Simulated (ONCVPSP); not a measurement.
# Gd (Z = 64): one change to an ONCV potential, before and after

ONCVPSP 4.0.1 input, shortened (lines: element, Z, core and valence counts, functional; n l f; lmax; l rc ep ncon nbas qcut; lloc lpopt rc5 dvloc0; l nproj debl; icmod fcfact rcfact), PBE, scalar-relativistic:

```
  Gd 64.00    9    5        4      upf
    1    0    2.00
    2    0    2.00
    2    1    6.00
    3    0    2.00
    3    1    6.00
    3    2   10.00
    4    0    2.00
    4    1    6.00
    4    2   10.00
    4    3    7.00
    5    0    2.00
    5    1    6.00
    5    2    1.00
    6    0    0.50
    3
    0    1.90    0.00    5   10    5.80
    1    1.60    0.00    3    6    4.70
    2    3.20    0.00    3    8    4.70
    3    1.45    0.00    4    9   14.20
    4    3    1.05    0.00
    0    2    2.20
    1    2    4.00
    2    1    3.50
    3    2    1.00
    3    1.75    1.60
```

Change: all radii but the core radius scaled by about 0.86 (s 1.64, p 1.38, d 2.76, f 1.26 bohr); local potential polynomial inside 0.90 bohr (lpopt 3, dvloc0 0 Ha).

Cutoffs: the cutoffs (Ha) at which the residual kinetic energy of the hardest occupied pseudo-wave falls to 1 and 0.1 mHa per electron; they do not see the model core or the augmentation charge, which bear on the density cutoff. Errors are all-electron minus pseudo energies relative to the spin-unpolarised reference configuration.

How do hardness, ghosts and transferability respond?

The potential gets harder (74 Ha and 82 Ha → 83 Ha and 91 Ha); both files keep a bound ghost (s); of the 4 tests that both files solve, the error grows in 3 and shrinks in 1 by more than 15 % and 0.3 meV (median size 1.3 → 2.0 meV). A smaller radius makes the pseudo-wave follow the all-electron one further in, where it bends more sharply, so more plane waves are needed.

```tsv
quantity	base	changed
cutoff, loose	74 Ha	83 Ha
cutoff, tight	82 Ha	91 Ha
loose cutoff by channel	s 14 Ha, p 34 Ha, d 7.0 Ha, f 74 Ha	s 17 Ha, p 51 Ha, d 7.6 Ha, f 83 Ha
bound ghosts	s	s
GHOST(+) flags under 300 eV	p at 181.1 eV	p at 139.6 eV
error for 4f7 5s2 5p6 5d1 6s2, meV [ΔE -11.98 eV]	+1.3	+2.5
error for 4f7 5s2 5p6 5d1 6s1, meV [ΔE -5.33 eV]	+1.0	+1.3
error for 4f7 5s2 5p6 5d1 6s0, meV [ΔE 6.77 eV]	-2.3	-1.9
error for 4f7 5s2 5p6 5d1 6s1.5, meV [ΔE -9.30 eV]	+1.3	+2.1
rms error of d²Exc/dni dnj with the model core, mHa	3.37	3.73
```

 A true bound ghost makes a file unfit for plane-wave use even where its test errors are small: the radial tests pick states by their node count and pass the ghost by.
